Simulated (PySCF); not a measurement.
TDDFT excited states: C5H11PS

Compound: C₅H₁₁PS.
SMILES: `[P@@H]1(=S)C[C@@H](CC1)C`

Level of theory: PySCF 2.14.0, density-fitted response routines, TDDFT wB97X-D/def2-SVPD, vertical, gas phase, core orbitals frozen in the response. Geometry: GFN2-xTB, one conformer, isolated molecule.

Problem. List the vertical singlet excitations with oscillator strengths and describe the spectrum.

Solution. 

| state | E (eV) | ν̃ (cm⁻¹) | f | main configurations (H = HOMO, L = LUMO) |
| --- | --- | --- | --- | --- |
| S1 | 5.79 | 46660 | 0.0015 | H→L (59%), H→L+2 (20%) |
| S2 | 5.96 | 48080 | 0.019 | H-1→L+2 (60%), H-1→L (21%) |
| S3 | 6.04 | 48730 | 0.023 | H→L+2 (45%), H-1→L+2 (15%) |
| S4 | 6.08 | 49070 | 0.013 | H-1→L (38%), H-1→L+2 (12%), H→L+1 (10%) |
| S5 | 6.20 | 50020 | 0.015 | H-1→L+1 (27%), H-1→L+5 (25%), H-1→L+3 (15%) |
| S6 | 6.57 | 53020 | 0.152 | H→L+1 (20%), H→L+5 (19%), H-1→L+4 (11%) |
| S7 | 6.86 | 55350 | 0.049 | H→L+4 (50%), H→L+3 (14%), H→L+7 (11%) |
| S8 | 6.96 | 56150 | 0.104 | H-1→L+4 (36%), H-1→L+3 (18%), H-1→L+7 (11%) |

Triplets, Tamm–Dancoff:

```json
{"state": "T1", "E (eV)": "5.42", "λ (nm)": "228.5", "main configurations (H = HOMO, L = LUMO)": "H-1→L+2 (45%), H-1→L (28%)"}
{"state": "T2", "E (eV)": "5.44", "λ (nm)": "227.7", "main configurations (H = HOMO, L = LUMO)": "H→L+2 (58%), H→L (18%)"}
{"state": "T3", "E (eV)": "5.70", "λ (nm)": "217.5", "main configurations (H = HOMO, L = LUMO)": "H→L+5 (20%), H→L+3 (16%), H-1→L+2 (13%)"}
```

The lowest singlet comes at 214 nm (558 kJ/mol) in the ultraviolet; it is very weak; its leading configuration is HOMO→LUMO (59%). The most intense listed level is S6 at 6.57 eV (189 nm, f = 0.152), 0.79 eV above S1. Löwdin shares by element: HOMO sulfur 72%, phosphorus 14%, carbon 9% or more; LUMO hydrogen 21% or more, phosphorus 12%, sulfur 12% (atoms not listed hold the other 56%). Orbital energies (eV): HOMO-3 -11.57, HOMO-2 -11.40, HOMO-1 -8.28, HOMO -8.22, LUMO 1.79, LUMO+1 2.28, LUMO+2 2.45. Weighted by f, the mean energy of these states is 6.62 eV. The oscillator strengths of these states sum to 0.376; summed over the whole spectrum of an exact calculation they would give the number of electrons, 72 (Thomas–Reiche–Kuhn). The window holds the lowest 8 singlets.

The run took 47 s (with the writing of density and orbital grids) on Intel Xeon Platinum 8488C, one thread, shared host with 96 logical CPUs at a one-minute load of 22, and the process peaked at 1.1 GiB of memory.
